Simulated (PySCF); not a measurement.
Job file and geometry (Å, from GFN2-xTB) of an NMR shielding run on `CC#CC[SiH2][SiH2]OCC`, C$_{6}$H$_{14}$OSi$_{2}$, PySCF 2.14.0, density-fitted response routines, GIAO PBE0/pcSseg-1 NMR shielding, non-relativistic, gas phase; density fitting, a coarse starting grid and PySCF grid level 2 are the driver's defaults:

```
$ OMP_NUM_THREADS=1 python probes_run.py task.json out

{"job": {"kind": "nmr", "xc": "PBE0", "basis": "pcSseg-1"}, "charge": 0, "multiplicity": 1}
C     -5.603105     0.639467    -0.424938
C     -4.293525     0.107555    -0.106506
C     -3.215943    -0.344056     0.161611
C     -1.911770    -0.872505     0.473690
Si    -0.516807     0.170586    -0.319870
Si     1.473560    -0.733351     0.378727
O      2.489328     0.115714    -0.557788
C      3.879338     0.023545    -0.660302
C      4.583581     0.679290     0.517468
H     -5.537229     1.710587    -0.616212
H     -6.289219     0.471504     0.405557
H     -5.999069     0.146859    -1.313073
H     -1.790115    -0.896645     1.559684
H     -1.856383    -1.905771     0.121472
H     -0.739680     1.564699     0.103788
H     -0.759075     0.161843    -1.772469
H      1.793357    -0.577904     1.812153
H      1.693828    -2.175862     0.153696
H      4.160393     0.524354    -1.593546
H      4.175511    -1.029989    -0.729816
H      5.660208     0.641994     0.375528
H      4.327254     0.161195     1.438051
H      4.270810     1.716813     0.603174
```

Task: What does the program print?

Result: 
```
coarse grid: 19536 points
cycle   1  E = -890.3748852933  dE =  9.055e-01  |g| = 7.576e-01  |ddm| = 4.609e+00
cycle   2  E = -890.2462750652  dE =  1.286e-01  |g| = 1.122e+00  |ddm| = 1.913e+00
cycle   3  E = -890.4898965616  dE = -2.436e-01  |g| = 1.453e-01  |ddm| = 1.281e+00
cycle   4  E = -890.4939070984  dE = -4.011e-03  |g| = 4.098e-02  |ddm| = 1.756e-01
cycle   5  E = -890.4943263439  dE = -4.192e-04  |g| = 9.131e-03  |ddm| = 5.093e-02
cycle   6  E = -890.4943346797  dE = -8.336e-06  |g| = 6.974e-03  |ddm| = 1.239e-02
cycle   7  E = -890.4943464685  dE = -1.179e-05  |g| = 1.107e-03  |ddm| = 5.719e-03
cycle   8  E = -890.4943467570  dE = -2.885e-07  |g| = 2.191e-04  |ddm| = 1.087e-03
final grid: 177520 points
cycle   9  E = -890.5589531165  dE = -3.398e-05  |g| = 1.071e-02  |ddm| = 4.144e-02
cycle  10  E = -890.5589363582  dE =  1.676e-05  |g| = 1.439e-02  |ddm| = 1.926e-02
cycle  11  E = -890.5589766835  dE = -4.033e-05  |g| = 1.707e-03  |ddm| = 1.117e-02
cycle  12  E = -890.5589772833  dE = -5.998e-07  |g| = 2.009e-04  |ddm| = 1.730e-03
cycle  13  E = -890.5589772890  dE = -5.769e-09  |g| = 1.162e-04  |ddm| = 2.561e-04
cycle  14  E = -890.5589772915  dE = -2.503e-09  |g| = 5.860e-05  |ddm| = 1.257e-04
cycle  15  E = -890.5589772924  dE = -8.265e-10  |g| = 8.333e-06  |ddm| = 5.150e-05
converged SCF energy = -890.5589772924

GIAO shielding tensors (ppm)
atom      isotropic    diamagn.    paramagn.     s11        s22        s33       span
  0 C      181.933     252.953     -71.020    174.439    174.802    196.560     22.121
  1 C      106.391     270.104    -163.713     20.847     29.746    268.579    247.732
  2 C      103.502     257.526    -154.024     11.085     21.876    277.546    266.461
  3 C      187.651     259.640     -71.989    175.856    183.876    203.223     27.367
  4 Si     417.543     884.588    -467.045    372.369    410.998    469.261     96.892
  5 Si     382.319     883.941    -501.622    312.204    353.040    481.713    169.509
  6 O      320.846     405.455     -84.609    254.430    336.764    371.345    116.914
  7 C      121.648     237.664    -116.017     91.436    105.226    168.282     76.846
  8 C      169.024     247.476     -78.451    151.033    171.498    184.542     33.509
  9 H       29.757      31.136      -1.378     24.367     28.423     36.481     12.114
 10 H       29.786      24.965       4.822     24.471     27.963     36.925     12.454
 11 H       29.776      27.204       2.571     24.562     28.087     36.679     12.117
 12 H       30.300      32.215      -1.915     24.198     30.259     36.443     12.246
 13 H       30.229      31.424      -1.195     24.160     30.059     36.469     12.309
 14 H       27.588      33.258      -5.670     24.067     27.123     31.573      7.506
 15 H       27.593      32.986      -5.393     24.103     26.986     31.690      7.587
 16 H       26.341      32.928      -6.586     22.446     26.561     30.017      7.570
 17 H       26.609      32.136      -5.528     23.423     25.743     30.660      7.237
 18 H       27.632      28.290      -0.658     22.097     27.444     33.357     11.260
 19 H       28.093      28.374      -0.282     23.131     28.096     33.052      9.921
 20 H       30.804      24.280       6.524     26.907     27.591     37.912     11.005
 21 H       30.144      29.589       0.555     25.856     30.086     34.489      8.633
 22 H       30.488      29.750       0.737     26.917     28.789     35.757      8.840
```

Task: Turn these shieldings into chemical shifts. Chemical shifts δ = σref − σ; 13C (σref 186.93), 29Si (σref 349.16), 1H (σref 31.72) against TMS; 17O (σref 336.08) against H2O, all at this level.

Result: Averaging equivalent atoms: C 2: 83.4; C 1: 80.5; C 7: 65.3; C 8: 17.9; C 0: 5.0; C 3: -0.7; Si 5: -33.2; Si 4: -68.4; O 6: 15.2; H 16/17: 5.24; H 14/15: 4.13; H 18/19: 3.85; H 9/10/11: 1.94; H 12/13: 1.45; H 20/21/22: 1.24 ppm. Experimental scales use liquid or dissolved standards, which lie at an offset from isolated H2O (liquid H2O: subtract about 36 ppm).

Size and cost of the density-fitted run: 237 basis functions, 2.2 min wall time on 1 thread of an Arm Neoverse N1, shared host; peak memory 1.1 GiB.
